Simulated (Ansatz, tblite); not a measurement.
Removing and adding an electron: `Brc1cccc2cc3ccccc3cc12`. Charge 0, multiplicity 1. Geometry: PBE0-D4/def2-SVP. Ansatz, gas phase; energy differences of separate SCF runs; the oxidised species was run as a doublet alone; the reduced species was run as a doublet alone.

```xyz
24

Br   -2.946    0.940   -2.759
C    -1.166    1.298   -2.237
C    -0.444    2.204   -2.967
C     0.897    2.502   -2.609
C     1.481    1.890   -1.535
C     0.758    0.942   -0.754
C     1.344    0.309    0.347
C     0.647   -0.623    1.121
C     1.236   -1.274    2.246
C     0.524   -2.181    2.982
C    -0.822   -2.493    2.638
C    -1.421   -1.889    1.565
C    -0.713   -0.937    0.772
C    -1.303   -0.307   -0.328
C    -0.607    0.625   -1.102
H    -0.904    2.697   -3.825
H     1.455    3.228   -3.204
H     2.513    2.117   -1.257
H     2.378    0.552    0.606
H     2.270   -1.033    2.509
H     0.986   -2.673    3.842
H    -1.375   -3.219    3.237
H    -2.454   -2.126    1.298
H    -2.335   -0.550   -0.587
```

The xTB rows come from tblite.

Task: Estimate orbital energies and vertical ionisation energies and electron affinities at: GFN1-xTB; GFN2-xTB; PBE-D4/def2-SVP; PBE0-D4/def2-SVP.

Result: 
```tsv
level	−HOMO (eV)	vertical IE (eV)	−LUMO (eV)	vertical EA (eV)	HOMO–LUMO gap (eV)	IE − EA (eV)	remarks
GFN1-xTB	10.82	13.05	8.66	6.42	2.15	6.62	–
GFN2-xTB	10.16	12.34	7.98	5.75	2.18	6.59	–
PBE-D4/def2-SVP	5.03	7.15	2.71	0.68	2.32	6.47	HOMO above zero (-1 doublet)
PBE0-D4/def2-SVP	5.86	7.32	2.05	0.67	3.82	6.65	HOMO above zero (-1 doublet)
```

Relaxing the oxidised species (PBE0-D4/def2-SVP) changes its energy by -0.08 eV at PBE0-D4/def2-SVP, so the adiabatic ionisation energy to this nearest minimum is 7.24 eV. At PBE-D4/def2-SVP it is 7.07 eV.  Relaxing the reduced species (PBE0-D4/def2-SVP) changes its energy by -0.11 eV at PBE0-D4/def2-SVP, so the adiabatic electron affinity to this nearest minimum is 0.77 eV. At PBE-D4/def2-SVP it is 0.83 eV. The highest occupied level of the relaxed charge -1 doublet lies above zero (up to 0.57 eV). By energy differences its removal costs 0.77 eV (each at its own geometry, to the charge 0 singlet, at PBE0-D4/def2-SVP); self-interaction error and the lack of diffuse functions both raise the level.     A HOMO above zero means that the electron is unbound at that level or that self-interaction error raises the level; the energy of removing that electron tells which. Raw xTB energy differences between charge states are shifted by several eV; the methods need an empirical correction for them. Sets without diffuse functions give affinities that are too small.
